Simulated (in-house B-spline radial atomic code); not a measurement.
Checks on a self-consistent run for Mo II (Mo+), [Kr] 4d5. Method: Dirac-Hartree-Fock, average of configuration, Fermi nucleus of rms radius 4.4091 fm. Calculated with a radial B-spline atomic code at the basis-set limit.

```csv
orbital,q,ε (Eh),<1/r>,<r²>,small-component weight
1s1/2,2,-739.70491,43.5521,0.00166788,0.023472
2s1/2,2,-107.44829,9.93867,0.0276842,0.004837
2p1/2,2,-98.51890,9.87885,0.0210176,0.0048099
2p3/2,4,-94.57788,9.41166,0.0223699,0.0046545
3s1/2,2,-19.69804,3.4088,0.207828,0.0012955
3p1/2,2,-16.24620,3.29962,0.206646,0.0012359
3p3/2,4,-15.57294,3.19038,0.216362,0.0011966
3d3/2,4,-9.50619,2.98722,0.203755,0.0010715
3d5/2,6,-9.38019,2.95842,0.206982,0.0010595
4s1/2,2,-3.17648,1.20726,1.41634,0.00026962
4p1/2,2,-2.09794,1.08833,1.72457,0.00022665
4p3/2,4,-2.00109,1.05824,1.80686,0.00021786
4d3/2,2,-0.55425,0.719863,4.17716,0.00010891
4d5/2,3,-0.54664,0.711171,4.27437,0.00010655
```

Electron-electron repulsion V_ee = 1527.4918 hartree.

Question: What total energy follows from the eigenvalues?

Answer: The eigenvalues count the repulsion twice, so E = Σqε - V_ee = -2519.444 - 1527.492 = -4046.935 hartree; the run printed -4046.935.

Question: Does the Dirac virial theorem hold?

Answer: For a point nucleus E = -2c²Σq·w, with w the small-component weight. Here Σq·w = 0.10775 and c = 137.0360, so the ratio E/(-2c²Σq·w) is 1.000027; the finite nucleus accounts for the departure from 1.

Question: What diamagnetic shielding (Lamb formula) and susceptibility (Langevin formula) do the radii give?

Answer: σ = (α²/3)Σq<1/r> = 232.661/(3·137.036²) = 4129.8 ppm, and χ = -0.79199×10⁻⁶·Σq<r²> = -30.59×10⁻⁶ cm³/mol with Σq<r²> = 38.628 bohr². Both are non-relativistic formulas without the paramagnetism of open shells.
